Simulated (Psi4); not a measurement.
Input for Psi4: SAPT0/jun-cc-pV(D+d)Z on C2H5F (a complex), monomers drawn apart or pushed together.

```
memory 8100 MB

molecule dimer {
0 1
F    -0.04401971    0.39980914   -0.26978324
H    -0.01821981    0.28339397    0.65836339
--
0 1
C     0.40065898   -0.50220812    2.46719790
C    -0.33249425    0.59456993    2.62499488
H    -0.05385716   -1.47986749    2.36160135
H     1.48313087   -0.46477413    2.44697949
H     0.12225829    1.57106999    2.73990328
H    -1.41470996    0.55594885    2.65454194
units angstrom
symmetry c1
no_reorient
no_com
}

set {
  basis jun-cc-pV(D+d)Z
  scf_type df
  freeze_core true
}

energy('sapt0')
```

Output:

```
[...]
==> Input File <==

--------------------------------------------------------------------------
memory 8100 MB

molecule dimer {
0 1
F    -0.04401971    0.39980914   -0.26978324
H    -0.01821981    0.28339397    0.65836339
--
0 1
C     0.40065898   -0.50220812    2.46719790
C    -0.33249425    0.59456993    2.62499488
H    -0.05385716   -1.47986749    2.36160135
H     1.48313087   -0.46477413    2.44697949
H     0.12225829    1.57106999    2.73990328
H    -1.41470996    0.55594885    2.65454194
units angstrom
symmetry c1
no_reorient
no_com
}

set {
  basis jun-cc-pV(D+d)Z
  scf_type df
  freeze_core true
}

energy('sapt0')
--------------------------------------------------------------------------


   => Loading Basis Set <=

    Name: JUN-CC-PV(D+D)Z
    Role: ORBITAL
    Keyword: BASIS
    atoms 1      entry F          line   290 file jun-cc-pv_dpd_z.gbs
    atoms 2, 5-8 entry H          line    60 file jun-cc-pv_dpd_z.gbs
    atoms 3-4    entry C          line   188 file jun-cc-pv_dpd_z.gbs

   => Loading Basis Set <=

    Name: JUN-CC-PV(D+D)Z
    Role: ORBITAL
    Keyword: BASIS
    atoms 1      entry F          line   290 file jun-cc-pv_dpd_z.gbs
    atoms 2, 5-8 entry H          line    60 file jun-cc-pv_dpd_z.gbs
    atoms 3-4    entry C          line   188 file jun-cc-pv_dpd_z.gbs


  //>>>>>>>>>>>>>>>>>>>>>>>>>>>>>>>>>>>//
  //              Dimer HF             //
  //<<<<<<<<<<<<<<<<<<<<<<<<<<<<<<<<<<<//

   => Libint2 <=

    Primary   basis highest AM E, G, H:  7, 6, 3
    Auxiliary basis highest AM E, G, H:  7, 7, 4
    Onebody   basis highest AM E, G, H:  -, -, -
    Solid Harmonics ordering:            Gaussian


   => Loading Basis Set <=

    Name: JUN-CC-PV(D+D)Z
    Role: ORBITAL
    Keyword: BASIS
    atoms 1      entry F          line   290 file jun-cc-pv_dpd_z.gbs
    atoms 2, 5-8 entry H          line    60 file jun-cc-pv_dpd_z.gbs
    atoms 3-4    entry C          line   188 file jun-cc-pv_dpd_z.gbs


         ---------------------------------------------------------
                                   SCF
               by Justin Turney, Rob Parrish, Andy Simmonett
                          and Daniel G. A. Smith
                              RHF Reference
                        4 Threads,   7724 MiB Core
         ---------------------------------------------------------

  ==> Geometry <==

    Molecular point group: c1
    Full point group: C1

    Geometry (in Angstrom), charge = 0, multiplicity = 1:

       Center              X                  Y                   Z               Mass
    ------------   -----------------  -----------------  -----------------  -----------------
         F           -0.044019710000     0.399809140000    -0.269783240000    18.998403162730
         H           -0.018219810000     0.283393970000     0.658363390000     1.007825032230
         C            0.400658980000    -0.502208120000     2.467197900000    12.000000000000
         C           -0.332494250000     0.594569930000     2.624994880000    12.000000000000
         H           -0.053857160000    -1.479867490000     2.361601350000     1.007825032230
         H            1.483130870000    -0.464774130000     2.446979490000     1.007825032230
         H            0.122258290000     1.571069990000     2.739903280000     1.007825032230
         H           -1.414709960000     0.555948850000     2.654541940000     1.007825032230

  Running in c1 symmetry.

  Rotational constants: A =      0.73042  B =      0.08969  C =      0.08304 [cm^-1]
  Rotational constants: A =  21897.42324  B =   2688.76887  C =   2489.36481 [MHz]
  Nuclear repulsion =   68.023255296237664

  Charge       = 0
  Multiplicity = 1
  Electrons    = 26
  Nalpha       = 13
  Nbeta        = 13

  ==> Algorithm <==

  SCF Algorithm Type is DF.
  DIIS enabled.
  MOM disabled.
  Fractional occupation disabled.
  Guess Type is SAD.
  Energy threshold   = 1.00e-08
  Density threshold  = 1.00e-08
  Integral threshold = 1.00e-12

  ==> Primary Basis <==

  Basis Set: JUN-CC-PV(D+D)Z
    Blend: JUN-CC-PV(D+D)Z
    Number of shells: 39
    Number of basis functions: 79
    Number of Cartesian functions: 82
    Spherical Harmonics?: true
    Max angular momentum: 2

   => Loading Basis Set <=

    Name: (JUN-CC-PV(D+D)Z AUX)
    Role: JKFIT
    Keyword: DF_BASIS_SCF
    atoms 1      entry F          line   314 file jun-cc-pvdz-jkfit.gbs
    atoms 2, 5-8 entry H          line    70 file jun-cc-pvdz-jkfit.gbs
    atoms 3-4    entry C          line   146 file jun-cc-pvdz-jkfit.gbs

  ==> Integral Setup <==

  DFHelper Memory: AOs need 0.018 GiB; user supplied 5.658 GiB.
  SCF_SUBTYPE=INCORE selected. In-core MEM_DF algorithm will be used.
  Using in-core AOs.

  ==> MemDFJK: Density-Fitted J/K Matrices <==

    J tasked:                   Yes
    K tasked:                   Yes
    wK tasked:                   No
    OpenMP threads:               4
    Algorithm:                 Core
    Schwarz Cutoff:           1E-12
    Mask spar
[...]

      75A      6.753522    76A      7.101173    77A      7.130640
      78A      8.019754    79A     42.893533

    Final Occupation by Irrep:
              A
    DOCC [     8 ]
    NA   [     8 ]
    NB   [     8 ]

  @DF-RHF Final Energy:   -78.04202272214994

   => Energetics <=

    Nuclear Repulsion Energy =             33.4286956064032452
    One-Electron Energy =                -170.0908657009267131
    Two-Electron Energy =                  58.6201473723735376
    Total Energy =                        -78.0420227221499374

Computation Completed


Properties will be evaluated at   0.000000,   0.000000,   0.000000 [a0]

Properties computed using the SCF density matrix


 Multipole Moments:

 ------------------------------------------------------------------------------------
     Multipole            Electronic (a.u.)      Nuclear  (a.u.)        Total (a.u.)
 ------------------------------------------------------------------------------------

 L = 1.  Multiply by 2.5417464519 to convert [e a0] to [Debye]
 Dipole X            :         -1.0313533            1.0314322            0.0000789
 Dipole Y            :         -1.3922301            1.3918741           -0.0003560
 Dipole Z            :        -77.0151877           77.0180233            0.0028356
 Magnitude           :                                                    0.0028590

 ------------------------------------------------------------------------------------

  Constructing Basis Sets for SAPT...

   => Loading Basis Set <=

    Name: (JUN-CC-PV(D+D)Z AUX)
    Role: RIFIT
    Keyword: DF_BASIS_SAPT
    atoms 1      entry F          line   232 file jun-cc-pvdz-ri.gbs
    atoms 2, 5-8 entry H          line    30 file jun-cc-pvdz-ri.gbs
    atoms 3-4    entry C          line   100 file jun-cc-pvdz-ri.gbs

   => Loading Basis Set <=

    Name: (JUN-CC-PV(D+D)Z AUX)
    Role: JKFIT
    Keyword: DF_BASIS_ELST
    atoms 1      entry F          line   314 file jun-cc-pvdz-jkfit.gbs
    atoms 2, 5-8 entry H          line    70 file jun-cc-pvdz-jkfit.gbs
    atoms 3-4    entry C          line   146 file jun-cc-pvdz-jkfit.gbs


  //>>>>>>>>>>>>>>>>>>>>>>>>>>>>>>>>>>>//
  //               SAPT0               //
  //<<<<<<<<<<<<<<<<<<<<<<<<<<<<<<<<<<<//



        SAPT0
    Ed Hohenstein
     6 June 2009

      Orbital Information
  --------------------------
    NSO        =        79
    NMO        =        79
    NRI        =       265
    NRI (Elst) =       352
    NOCC A     =         5
    NOCC B     =         8
    FOCC A     =         1
    FOCC B     =         2
    NVIR A     =        74
    NVIR B     =        71

    Elst10,r            =    -0.017140576287 [Eh]
    Exch10              =     0.026736188399 [Eh]
    Exch10 (S^2)        =     0.026285642928 [Eh]

    Maxiter = 50
    CPHF R converge = 1.000000E-08

    Iter     Energy [mEh]          dE [mEh]         Residual      Time [s]
       1      -1.09475359       1.094753593     4.810779e-03             0
       2      -1.29964493       0.204891335     1.109721e-03             0
       3      -1.30735994       0.007715012     2.215841e-04             0
       4      -1.30584677      -0.001513172     5.763239e-05             0
       5      -1.30571409      -0.000132677     1.262500e-05             0
       6      -1.30581636       0.000102266     1.234045e-06             0
       7      -1.30580847      -0.000007884     1.075573e-07             0
       8      -1.30580890       0.000000423     1.803788e-08             0
       9      -1.30580884      -0.000000057     4.165781e-09             0

    CHF Iterations converged

    Maxiter = 50
    CPHF R converge = 1.000000E-08

    Iter     Energy [mEh]          dE [mEh]         Residual      Time [s]
       1     -13.52761517      13.527615172     2.058524e-02             0
       2     -16.62012728       3.092512111     5.935839e-03             0
       3     -16.95331631       0.333189024     1.354751e-03             0
       4     -16.88869614      -0.064620165     3.466925e-04             0
       5     -16.87334947      -0.015346673     6.291622e-05             0
       6     -16.87676910       0.003419629     9.376042e-06             0
       7     -16.87651378      -0.000255313     2.095246e-06             0
       8     -16.87652791       0.000014127     6.214562e-07             0
       9     -16.87653639       0.000008479     1.047157e-07             0
      10     -16.87653592      -0.000000467     1.680926e-08             0
      11     -16.87653576      -0.000000165     3.457463e-09             0

    CHF Iterations converged

    Ind20,r (A<-B)      =    -0.001305808839 [Eh]
    Ind20,r (B<-A)      =    -0.016876535759 [Eh]
    Ind20,r             =    -0.018182344598 [Eh]
    Exch-Ind20,r (A<-B) =     0.001095358354 [Eh]
    Exch-Ind20,r (B<-A) =     0.010917346096 [Eh]
    Exch-Ind20,r        =     0.012012704450 [Eh]
    Disp20              =    -0.005894773237 [Eh]
    Disp20 (SS)         =    -0.002947386618 [Eh]
    Disp20 (OS)         =    -0.002947386618 [Eh]
    Exch-Disp20         =     0.001349744143 [Eh]
    Exch-Disp20 (SS)    =     0.000840299103 [Eh]
    Exch-Disp20 (OS)    =     0.000509445039 [Eh]

    SAPT Results
  --------------------------------------------------------------------------------------------------------
    Electrostatics                -17.14057629 [mEh]     -10.75587401 [kcal/mol]     -45.00257684 [kJ/mol]
      Elst10,r                    -17.14057629 [mEh]     -10.75587401 [kcal/mol]     -45.00257684 [kJ/mol]

    Exchange                       26.73618840 [mEh]      16.77721151 [kcal/mol]      70.19585297 [kJ/mol]
      Exch10                       26.73618840 [mEh]      16.77721151 [kcal/mol]      70.19585297 [kJ/mol]
      Exch10(S^2)                  26.28564293 [mEh]      16.49448996 [kcal/mol]      69.01294600 [kJ/mol]

    Induction                     -10.35467854 [mEh]      -6.49765888 [kcal/mol]     -27.18620477 [kJ/mol]
      Ind20,r                     -18.18234460 [mEh]     -11.40959349 [kcal/mol]     -47.73773917 [kJ/mol]
      Exch-Ind20,r                 12.01270445 [mEh]       7.53808585 [kcal/mol]      31.53935119 [kJ/mol]
      delta HF,r (2)               -4.18503840 [mEh]      -2.62615124 [kcal/mol]     -10.98781679 [kJ/mol]

    Dispersion                     -4.54502909 [mEh]      -2.85204882 [kcal/mol]     -11.93297224 [kJ/mol]
      Disp20                       -5.89477324 [mEh]      -3.69902605 [kcal/mol]     -15.47672500 [kJ/mol]
      Exch-Disp20                   1.34974414 [mEh]       0.84697724 [kcal/mol]       3.54375276 [kJ/mol]
      Disp20 (SS)                  -2.94738662 [mEh]      -1.84951303 [kcal/mol]      -7.73836250 [kJ/mol]
      Disp20 (OS)                  -2.94738662 [mEh]      -1.84951303 [kcal/mol]      -7.73836250 [kJ/mol]
      Exch-Disp20 (SS)              0.84029910 [mEh]       0.52729565 [kcal/mol]       2.20620499 [kJ/mol]
      Exch-Disp20 (OS)              0.50944504 [mEh]       0.31968159 [kcal/mol]       1.33754777 [kJ/mol]

  Total HF                         -0.75906643 [mEh]      -0.47632138 [kcal/mol]      -1.99292864 [kJ/mol]
  Total SAPT0                      -5.30409553 [mEh]      -3.32837019 [kcal/mol]     -13.92590088 [kJ/mol]

  Special recipe for scaled SAPT0 (see Manual):
    Electrostatics sSAPT0         -17.14057629 [mEh]     -10.75587401 [kcal/mol]     -45.00257684 [kJ/mol]
    Exchange sSAPT0                26.73618840 [mEh]      16.77721151 [kcal/mol]      70.19585297 [kJ/mol]
    Induction sSAPT0               -9.72632398 [mEh]      -6.10336044 [kcal/mol]     -25.53646009 [kJ/mol]
    Dispersion sSAPT0              -4.47442735 [mEh]      -2.80774555 [kcal/mol]     -11.74760739 [kJ/mol]
  Total sSAPT0                     -4.60513922 [mEh]      -2.88976849 [kcal/mol]     -12.09079135 [kJ/mol]
  --------------------------------------------------------------------------------------------------------



*** Psi4 exiting successfully. Buy a developer a beer!
```

The run finished.

Cost: roughly 16 core-seconds.
